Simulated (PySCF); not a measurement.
The 1-electron isoelectronic series, spin-free X2C

Calculated with PySCF 2.14 from differences of total energies of unrestricted determinants, without spin-orbit coupling. Each ion has its own even-tempered basis scaled to its charge (17s7p4d3f3g for the first); frozen: nothing. Ionisation energies in eV.

```tsv
ion	configuration	UHF	LDA	PBE	PBE0	r2SCAN	NIST (with spin-orbit, Breit and QED)
Xe⁵³⁺	1s1 (2S)	41343.7	41276.9	41339.7	41340.8	41346.6	41299.9 (t)
Cs⁵⁴⁺	1s1 (2S)	42959.7	42891.4	42955.9	42956.9	42962.8	42913.1 (t)
Ba⁵⁵⁺	1s1 (2S)	44611.0	44541.3	44607.4	44608.3	44614.3	44561.6 (t)
La⁵⁶⁺	1s1 (2S)	46298.1	46227.0	46294.7	46295.6	46301.6	46245.8 (t)
Ce⁵⁷⁺	1s1 (2S)	48021.4	47948.8	48018.2	48019.0	48025.1	47965.9 (t)
Pr⁵⁸⁺	1s1 (2S)	49781.1	49707.1	49778.2	49779.0	49785.1	49722.4 (t)
Nd⁵⁹⁺	1s1 (2S)	51577.8	51502.4	51575.1	51575.8	51582.0	51515.8 (t)
Pm⁶⁰⁺	1s1 (2S)	53411.9	53335.0	53409.5	53410.2	53416.4	53346.31 ± 0.14 (t)
Sm⁶¹⁺	1s1 (2S)	55283.7	55205.3	55281.6	55282.2	55288.4	55214.3 ± 0.05 (t)
Eu⁶²⁺	1s1 (2S)	57193.9	57114.0	57192.2	57192.6	57198.9	57120.64 ± 0.05 (t)
```

Each ion has its own basis, which adds noise of up to about 0.1 % along the series.

NIST values marked (s) are semi-empirical, (t) theoretical. Open shells are high-spin determinants of the terms that Hund's rules give.
